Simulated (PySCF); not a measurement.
**Orbital picture of BrCl**

RHF at R = 2.138 Å; PySCF, spin-free X2C with a Gaussian nucleus, basis sets Br x2c-TZVPPall, Cl x2c-TZVPPall. State: ¹Σ⁺ (singlet), closed shell. Only the outer orbitals are listed, counted within each symmetry.

| orbital | occ. | ε (eV) | on Br (%) | main shells (%) |
| --- | --- | --- | --- | --- |
| 10σ | 2 | -31.93 | 37 | 60 Cl s, 34 Br s |
| 11σ | 2 | -27.09 | 62 | 60 Br s, 35 Cl s |
| 12σ | 2 | -15.31 | 46 | 50 Cl p, 41 Br p |
| 5π | 2 | -14.58 | 35 | 65 Cl p, 34 Br p |
| 5π | 2 | -14.58 | 35 | 65 Cl p, 34 Br p |
| 6π | 2 | -11.43 | 66 | 66 Br p, 34 Cl p |
| 6π | 2 | -11.43 | 66 | 66 Br p, 34 Cl p |
| 13σ | 0 | 0.56 | 60 | 57 Br p, 39 Cl p |
| 14σ | 0 | 9.48 | 90 | 88 Br p, 16 Cl d |
| 7π | 0 | 10.56 | 87 | 44 Br p, 42 Br d, 12 Cl d |

Task: Which are the highest filled and the lowest empty level, where do they sit, and how wide is the gap?

Result: Highest filled 6π at -11.43 eV (in %: 66 Br p, 34 Cl p); lowest empty 13σ at 0.56 eV (in %: 57 Br p, 39 Cl p); the gap at RHF is 11.99 eV. An empty level above zero is unbound, and its energy depends on the basis.

```json
{
 "bond order (Mayer)": "1.04",
 "⟨S²⟩": "0.000",
 "charge on Br (Mulliken, basis-dependent)": "0.08",
 "charge on Br (Löwdin, basis-dependent)": "0.00",
 "dipole moment (positive dipole means Br(−)Cl(+))": "-0.59 D",
 "polarisability along the bond": "46.8 bohr³",
 "polarisability across the bond": "20.7 bohr³"
}
```
